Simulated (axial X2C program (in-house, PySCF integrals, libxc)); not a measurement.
BiSe⁺: cheaper levels and CCSD(T), with spin–orbit coupling

All values were computed with an in-house relativistic program for diatomic molecules. Two-component (2c) means X2C with spin–orbit coupling and atomic mean-field two-electron Coulomb and Gaunt terms. Basis: Bi dyall-cv3z [12s14p10d6f1g], Se dyall-cv3z [8s9p6d4f1g] (cores contracted in-house); Gaussian nuclei, density fitting, unrestricted open shells. Masses: Bi 208.980 u, Se 79.917 u.

State: Ω = 0 (closed shell); fragments Bi+ + Se.

| level | Re (Å) | ωe (cm⁻¹) | De (eV) |
| --- | --- | --- | --- |
| PBE0 | 2.354 | 310.9 | 2.46 |
| HF | 2.355 | 283.0 | n/a |
| CCSD | 2.382 | 296.8 | 1.87 |
| PBEsol | 2.366 | 303.0 | 3.25 |

Correlated methods: 10 electrons correlated (number of frozen shells: Bi 5 s, 4 p, 3 d, 1 f; Se 3 s, 2 p, 1 d), 264 virtual spin orbitals or spinors in MP2, 90 natural virtuals in coupled cluster.

CCSD(T), same Hamiltonian and basis:

Re = 2.390 Å, ωe = 295.9 cm⁻¹, De = 2.16 eV; T1 = 0.045 (Lee–Taylor normalisation).

(1) Give the differences from CCSD(T) in the columns below.

Occupations by symmetry block were frozen at the best pattern of an incomplete PBE0 search. Closed shells are restricted here (equal orbitals for both partners); the stretched side of such a curve lies too high. Dissociation energies refer to the lowest single-determinant-based atoms at the same level and basis. De is not given where an atomic determinant may have missed its ground term or J level, or where the truncated virtual space spoils (T). CCSD and (T) use frozen natural virtuals with an MP2 correction for the truncation; (T) itself is uncorrected, so its De runs slightly low. The functionals have no current-density term, which raises determinants with orbital currents, atoms included. The T1 diagnostic is large, a sign of multireference character. With the outer-core shells frozen, correlated bond lengths of heavy atoms tend to come out a few hundredths of an ångström too long.

## Answers

(1) 

```
 level  ΔRe (Å)  Δωe (cm⁻¹)  ΔDe (eV)
  PBE0   -0.036        15.0      0.30
    HF   -0.035       -12.9       n/a
  CCSD   -0.008         0.9     -0.29
PBEsol   -0.024         7.1      1.09
```
